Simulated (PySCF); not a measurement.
# A small calculation by hand: dipole moment from atomic charges

W(NH)(F)(Cl)3 (Cl3FHNW), SMILES [F][W]([Cl])(=[NH])([Cl])[Cl], multiplicity 1. Atoms are numbered in the order given.

```xyz
7

W      0.1843     0.2011     0.0000
N      0.3978     1.9229     0.0000
H      0.5248     2.9339     0.0000
F      2.0045    -0.1370     0.0000
Cl    -1.0299     0.2030    -1.9170
Cl    -1.0299     0.2030     1.9170
Cl     0.0015    -2.1730     0.0000
```
Charge 0, spin multiplicity 1.

Geometry: PBE0-D3(BJ)/def2-SVP. The spin state was assumed, not searched. The structure was generated by enumeration; whether it is a known compound was not checked. The def2 effective core potentials stand for the cores of W; spin–orbit coupling is left out.

Charges (e) from PySCF with PBE/def2-TZVP:

```
atom  ESP fit  Mulliken
----  -------  --------
W1      0.546     1.113
N2     -0.486    -0.396
H3      0.379     0.247
F4     -0.105    -0.261
Cl5    -0.046    -0.193
Cl6    -0.046    -0.193
Cl7    -0.243    -0.316
```

The dipole moment of the full density is 3.83 D.

Task: What dipole moment does each set of point charges give, and which comes closer to that of the density?

Result: 
μ = Σ q r, and 1 e Å = 4.8032 D.
ESP fit: Σ q r = (-0.010, 0.811, 0.000) e Å, |μ| = 3.90 D.
Mulliken: Σ q r = (0.051, 0.831, 0.000) e Å, |μ| = 4.00 D.
ESP fit comes closer in size. Point charges leave out the atoms' own dipoles (lone pairs, polarised bonds); fits to the potential absorb them, partitions of the density don't.
